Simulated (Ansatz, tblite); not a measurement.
Removing an electron: Ga(PH3)F3 (GaPH₃F₃). The state is a singlet with charge 0. Geometry: PBE0-D4/def2-SVP. Ansatz, gas phase; energy differences of separate SCF runs; the oxidised species was run as a doublet alone.

Cartesian coordinates in Å:
```
Ga -0.432 -0.212 1.288
P 0.349 0.173 -1.045
H -0.636 0.441 -2.023
H 1.061 -0.879 -1.666
H 1.235 1.254 -1.257
F -1.544 -1.540 1.017
F -1.132 1.357 1.636
F 1.099 -0.593 2.051
```

The xTB rows come from tblite.

| level | −HOMO (eV) | vertical IE (eV) | −LUMO (eV) | HOMO–LUMO gap (eV) |
| --- | --- | --- | --- | --- |
| GFN1-xTB | 13.03 | 16.12 | 7.21 | 5.81 |
| PBE-D4/def2-TZVP | 8.20 | 11.22 | 1.81 | 6.38 |
| PBE0-D4/def2-TZVP | 9.78 | 11.88 | 0.91 | 8.86 |

(1) Estimate the rows for GFN2-xTB, r2SCAN-D4/def2-TZVP.

## Answers

(1) 
```json
{"level": "GFN2-xTB", "−HOMO (eV)": "12.95", "vertical IE (eV)": "15.80", "−LUMO (eV)": "7.24", "HOMO–LUMO gap (eV)": "5.71"}
{"level": "r2SCAN-D4/def2-TZVP", "−HOMO (eV)": "8.58", "vertical IE (eV)": "11.48", "−LUMO (eV)": "1.56", "HOMO–LUMO gap (eV)": "7.02"}
```

Relaxing the oxidised species (PBE0-D4/def2-SVP) changes its energy by -1.75 eV at PBE0-D4/def2-TZVP, so the adiabatic ionisation energy to this nearest minimum is 10.13 eV. On the way the bond Ga1–P2 breaks. At PBE-D4/def2-TZVP it is 10.03 eV.   Raw xTB energy differences between charge states are shifted by several eV; the methods need an empirical correction for them.
